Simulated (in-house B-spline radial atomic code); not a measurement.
# Two electrons outside the [He] 2s2 2p6 core: Si²⁺

Computed with an all-electron radial atomic-structure program (B-spline basis): configuration interaction (CI) of the two valence electrons in the field of the frozen Dirac-Fock core, alone and with many-body perturbation theory for the core (screened one- and two-electron correlation potentials), Breit and QED terms; no-pair Dirac Hamiltonian, finite nucleus. Labels give the configuration (outer n counted up each series) and the leading LS term, or the jj pair where no LS term holds 70 %.

Command:
```bash
python run_mb.py task.json out
```
Settings (nuclear radius in fm, box in bohr, cutoff in hartree):
```
basis_form          3
Z                   14
core_configuration  [He] 2s2 2p6
rms_radius          3.1224
mass_number         28
speed_of_light      137.036
box_radius          22.5
lmax                6
intervals           66
virtual_cutoff      392.0
```

Cost of the run: 40 s on 1 thread of Intel(R) Xeon(R) 6975P-C, on a shared host.

Excitation energies (cm⁻¹):

```tsv
level	purity of the LS term	CI alone	CI + MBPT + Breit + QED	Landé g of the LS mixture
3s2 1S0	1.0	0	0	-
3s3p 3P°0	1.0	51540	52653	-
3s3p 3P°1	1.0	51671	52781	1.50
3s3p 3P°2	1.0	51938	53041	1.50
3s3p 1P°1	1.0	82988	82897	1.00
3p2 1D2	1.0	120232	122106	1.00
3p2 3P0	1.0	128573	129609	-
3p2 3P1	1.0	?	?	?
3p2 3P2	1.0	128970	129998	1.50
3s3d 3D3	1.0	141699	142808	1.33
3s3d 3D2	1.0	?	?	?
3s3d 3D1	1.0	141700	142813	0.50
```

(1) Where does 3p2 3P1 lie?

(2) Where does 3s3d 3D2 lie?

(3) What is the first ionisation energy?

Some electric-dipole lines (reduced elements in atomic units, length form; vacuum wavelengths from the computed energies):

```
    upper      lower  D bare (size)  D with core polarisation (size)  λ (nm)  A (s⁻¹)
3s3p 3P°1    3s2 1S0         0.0131                           0.0127  189.46  1.6e+04
3s3p 1P°1    3s2 1S0           2.59                             2.54  120.63  2.5e+09
  3p2 1D2  3s3p 3P°1          0.042                            0.041  144.25  2.3e+05
  3p2 3P0  3s3p 3P°1           1.55                             1.51  130.16  2.1e+09
  3p2 3P2  3s3p 3P°1           1.74                              1.7   129.5  5.4e+08
 3s3d 3D1  3s3p 3P°0            1.8                             1.78  110.91  1.6e+09
 3s3d 3D1  3s3p 3P°1           1.56                             1.54  111.07  1.2e+09
```

Weak lines are less accurate than strong ones.

Results:

(1) 128708 cm⁻¹ in CI alone and 129741 cm⁻¹ with all corrections; g = 1.50.

(2) 141700 cm⁻¹ in CI alone and 142810 cm⁻¹ with all corrections; g = 1.17.

(3) 33.479 eV to the 3s1/2 state of the next ion (33.224 eV from CI alone). NIST lists 33.493 ± 9e-05 eV (measured).
